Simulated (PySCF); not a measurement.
Compound: C7H9FO.
Cartesian coordinates in Å at the PBE0-D3(BJ)/def2-SVP level; atoms count from 1:
```xyz
18
C7H9FO angstrom
C     -1.272    1.933    0.532
C     -0.793    0.772    0.081
C     -1.344   -0.573   -0.165
C     -2.520   -1.175    0.027
C     -0.005   -1.074   -0.669
F      0.540   -2.108    0.037
C      0.601    0.335   -0.339
O      1.514    0.376    0.700
C      2.797   -0.054    0.341
H     -2.324    2.047    0.805
H     -0.618    2.800    0.653
H     -3.375   -0.635    0.444
H     -2.655   -2.233   -0.208
H      0.013   -1.338   -1.741
H      0.992    0.855   -1.239
H      2.812   -1.120    0.056
H      3.447    0.086    1.216
H      3.205    0.542   -0.499
```

Theory: TDDFT CAM-B3LYP/def2-SVPD, vertical, gas phase, core orbitals frozen in the response (PySCF 2.14.0, density-fitted response routines).

Transition dipole moments from the ground state, in atomic units and in the frame of the coordinates above (overall signs are arbitrary), for the states with f of 0.002 or more among the lowest 7:

| state | E (eV) | μx | μy | μz |
| --- | --- | --- | --- | --- |
| S1 | 5.200 | -0.552 | -1.426 | -0.251 |
| S2 | 5.329 | 0.270 | 0.321 | -0.104 |
| S3 | 6.284 | -0.114 | -0.110 | 0.064 |
| S4 | 6.328 | -0.011 | 0.164 | 0.147 |
| S5 | 6.845 | -0.040 | -0.168 | -0.029 |
| S6 | 7.076 | 0.735 | -0.221 | -0.178 |
| S7 | 7.410 | -0.440 | -0.084 | 0.088 |

(1) What oscillator strength does each state have?

(2) What angle do the transition dipoles of S1 and S2 make?

(3) How is the summed strength of these states shared among x, y and z?

(4) What peak molar absorption coefficient would the strongest computed level give as a lone Gaussian band 0.3 eV wide at half height?

Results:

(1) f = (2/3) ΔE |μ|² with ΔE in hartree (27.2114 eV).

| state | \|μ\|² (au) | \|μ\| (D) | f |
| --- | --- | --- | --- |
| S1 | 2.400 | 3.94 | 0.306 |
| S2 | 0.187 | 1.10 | 0.024 |
| S3 | 0.029 | 0.43 | 0.004 |
| S4 | 0.049 | 0.56 | 0.008 |
| S5 | 0.031 | 0.44 | 0.005 |
| S6 | 0.621 | 2.00 | 0.108 |
| S7 | 0.208 | 1.16 | 0.038 |

(2) |cos θ| = |μa·μb| / (|μa| |μb|) = 0.87, so θ ≈ 30° (taken between 0 and 90°, since the signs are arbitrary).

(3) (2/3) Σ ΔE μα² gives 0.179 for x, 0.293 for y and 0.020 for z, 0.493 in all.

(4) ε(max) = 2.175×10⁸ f / FWHM, with the width in cm⁻¹. S1: 2.175×10⁸ × 0.3057 / 2420 ≈ 27000 L mol⁻¹ cm⁻¹.

The vertical ionisation energy (ΔSCF) is 9.00 eV, 1.59 eV above S7.

One conformer stands for the species.
